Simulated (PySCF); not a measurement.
PySCF input file for B(F)(OH)2 (BFH2O2), SMILES OB(O)F, IEF-PCM-ωB97X/def2-SVP. The structure is a stationary point at PBE0-D3(BJ)/def2-SVP. The values are those of a single conformer.

```python
import numpy as np
from pyscf import gto, scf, dft
from pyscf.solvent import pcm

mol = gto.M(
    atom='''
    B     0.00000000    0.00000000   -0.03392538
    F     0.00000000   -0.00000001    1.31092843
    O     0.00000000    1.16784533   -0.71125746
    H     0.00000000    1.92929939   -0.12430475
    O     0.00000000   -1.16784531   -0.71125747
    H     0.00000000   -1.92929939   -0.12430478
    ''',
    basis='def2-SVP',
    charge=0,
    spin=0,
    max_memory=1600,
    verbose=3,
)
mf = dft.RKS(mol, xc='wb97x').density_fit(auxbasis='def2-universal-jkfit')
mf.grids.level = 3
mf.conv_tol = 1e-9
mf.max_cycle = 100
mf.kernel()
res = {}
for name, eps in {'water': 78.355, 'methanol': 32.613, 'ethanol': 24.852}.items():
    s = mf.PCM()
    s.with_solvent.method, s.with_solvent.eps, s.with_solvent.lebedev_order = 'IEF-PCM', eps, 29
    s.kernel(mf.make_rdm1())
    res[name] = (s.e_tot, eps, s.dip_moment(), s.mo_energy, s.converged)
    print(f'{name}: electrostatic solvation free energy {(s.e_tot - mf.e_tot) * 627.509474:.3f} kcal/mol')
```

It prints:

```
converged SCF energy = -276.238726419343

WARN: PCM is an experimental feature. It is still in testing.
Features and APIs may be changed in the future.

converged SCF energy = -276.250817025292
Dipole moment(X, Y, Z, Debye):  0.00000, -0.00000,  1.75116
water: electrostatic solvation free energy -7.587 kcal/mol

WARN: PCM is an experimental feature. It is still in testing.
Features and APIs may be changed in the future.

converged SCF energy = -276.25045511233
Dipole moment(X, Y, Z, Debye): -0.00000, -0.00000,  1.74175
methanol: electrostatic solvation free energy -7.360 kcal/mol

WARN: PCM is an experimental feature. It is still in testing.
Features and APIs may be changed in the future.

converged SCF energy = -276.250265101254
Dipole moment(X, Y, Z, Debye): -0.00000, -0.00000,  1.73683
ethanol: electrostatic solvation free energy -7.241 kcal/mol
```

The run converged.

Cost: about 30 core-seconds (a rough figure).
